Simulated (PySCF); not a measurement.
## Which determinant of KSi⁺ lies lowest?

Unrestricted PBE0; K 6-31G(d,p), Si 6-31G(d,p); no relativity (PySCF 2.14). Outer shells of the fragments: K+ closed shells only; Si 3s2 3p2.

Followed along the bond (rough minima from three points):

| 2Ms+1 | unpaired | ⟨S²⟩ at the start | R at minimum (Å) | Te (eV) |
| --- | --- | --- | --- | --- |
| 3 | σ ↑, π ↑ | 2.00 | 3.70 | 0.00 |
| 1 | σ ↑, π ↓ | 1.01 | 3.72 | 0.30 |
| 1 | none | 0.00 | 3.66 | 0.87 |
| 3 | π ↑↑ | 2.00 | none in the scan | ≤ 0.36 |
| 1 | π ↑↓ | 1.01 | none in the scan | ≤ 0.67 |

Solutions found at the starting distance of 3.160 Å, counted from the lowest of them; the search is not exhaustive and high or unbound solutions are not listed, so other states can lie among these:

| 2Ms+1 | unpaired | term | E (eV) | ⟨S²⟩ | ⟨Lz²⟩ | μ (D) |
| --- | --- | --- | --- | --- | --- | --- |
| 3 | σ ↑, π ↑ | ³Π | 0.00 | 2.00 | 1.00 | -4.48 |
| 1 | σ ↑, π ↓ | mixed | 0.31 | 1.01 | 1.00 | -4.47 |
| 3 | π ↑↑ | ³Σ⁻ | 0.37 | 2.00 | 0.00 | -4.65 |
| 1 | π ↑↓ | mixed | 0.68 | 1.01 | 2.01 | -4.60 |
| 1 | none | ¹Σ⁺ | 0.94 | 0.00 | 0.00 | -4.08 |
| 1 | none | mixed | 1.68 | 0.00 | 2.00 | -4.35 |
| 3 | σ ↑↑ | ³Σ⁺ | 4.82 | 2.00 | 0.00 | 5.69 |
| 3 | σ ↑↑, π ↑↓ | mixed | 6.01 | 3.00 | 2.01 | -4.87 |
| 3 | π ↑↑ | mixed | 6.33 | 2.00 | 2.01 | 4.59 |
| 3 | σ ↑↑ | mixed | 6.96 | 2.01 | 2.00 | -4.65 |

A term symbol is given only where ⟨S²⟩ and ⟨Lz²⟩ are close to those of a pure state; real π, δ and φ orbitals otherwise mix terms. A positive dipole points towards Si; it is taken about the centre of mass and depends on that origin.
